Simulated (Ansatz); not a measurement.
C$_{6}$H$_{16}$F$_{2}$N$_{2}$Sn (`CC(C)[NH][Sn]([F])([F])[NH]C(C)C`). The species carries charge 0 and has multiplicity 1. Sn: def2 effective core potential. Geometry: relaxed with PBE0-D4/def2-TZVP. It is one conformer, not always the lowest.

```xyz
27

C     0.209   -2.378    0.041
C    -0.350   -1.729   -1.211
C    -0.679   -2.766   -2.272
N     0.629   -0.794   -1.757
Sn    1.632    0.501   -0.639
F     1.966    1.950   -1.854
F     3.359   -0.204   -0.225
N     1.004    1.104    1.157
C    -0.002    2.154    1.306
C    -1.146    1.905    0.342
C    -0.488    2.166    2.746
H    -0.496   -3.107    0.445
H     0.393   -1.640    0.830
H     1.149   -2.890   -0.184
H    -1.286   -1.215   -0.939
H     0.220   -3.325   -2.545
H    -1.073   -2.293   -3.175
H    -1.433   -3.467   -1.906
H     0.344   -0.394   -2.641
H     1.787    1.234    1.787
H     0.420    3.144    1.079
H    -0.817    1.965   -0.702
H    -1.584    0.918    0.515
H    -1.928    2.655    0.469
H     0.341    2.335    3.437
H    -1.219    2.963    2.900
H    -0.951    1.209    2.998
```

What is the dipole moment at PBE/def2-TZVPP? (Best estimate.)

The calculation gave: 4.25 D, with components (-3.98, -0.27, 1.48) D in this frame, pointing from negative to positive charge.

And with r2SCAN, B3LYP, ωB97M-V? (Estimate.)

The calculation gave: r2SCAN 4.36 D, B3LYP 4.38 D, ωB97M-V 4.32 D.

Give the Mulliken charges with PBE, B3LYP, ωB97M-V in def2-TZVPP. (An estimate is asked.)

Ansatz gave: 
| atom | PBE | B3LYP | ωB97M-V |
| --- | --- | --- | --- |
| C1 | -0.25 | -0.26 | -0.31 |
| C2 | 0.13 | 0.14 | 0.02 |
| C3 | -0.25 | -0.25 | -0.30 |
| N4 | -0.43 | -0.49 | -0.44 |
| Sn5 | 1.20 | 1.39 | 1.32 |
| F6 | -0.45 | -0.50 | -0.48 |
| F7 | -0.44 | -0.49 | -0.47 |
| N8 | -0.44 | -0.50 | -0.45 |
| C9 | 0.13 | 0.15 | 0.05 |
| C10 | -0.27 | -0.28 | -0.36 |
| C11 | -0.26 | -0.26 | -0.30 |
| H12 | 0.07 | 0.08 | 0.10 |
| H13 | 0.07 | 0.07 | 0.10 |
| H14 | 0.10 | 0.10 | 0.14 |
| H15 | 0.05 | 0.05 | 0.09 |
| H16 | 0.09 | 0.09 | 0.12 |
| H17 | 0.07 | 0.07 | 0.10 |
| H18 | 0.07 | 0.07 | 0.09 |
| H19 | 0.14 | 0.13 | 0.11 |
| H20 | 0.14 | 0.13 | 0.12 |
| H21 | 0.07 | 0.07 | 0.11 |
| H22 | 0.08 | 0.08 | 0.11 |
| H23 | 0.09 | 0.09 | 0.12 |
| H24 | 0.08 | 0.09 | 0.12 |
| H25 | 0.08 | 0.08 | 0.10 |
| H26 | 0.07 | 0.07 | 0.10 |
| H27 | 0.08 | 0.08 | 0.11 |

B3LYP here is the variant with VWN-RPA as its local correlation; programs differ in this.
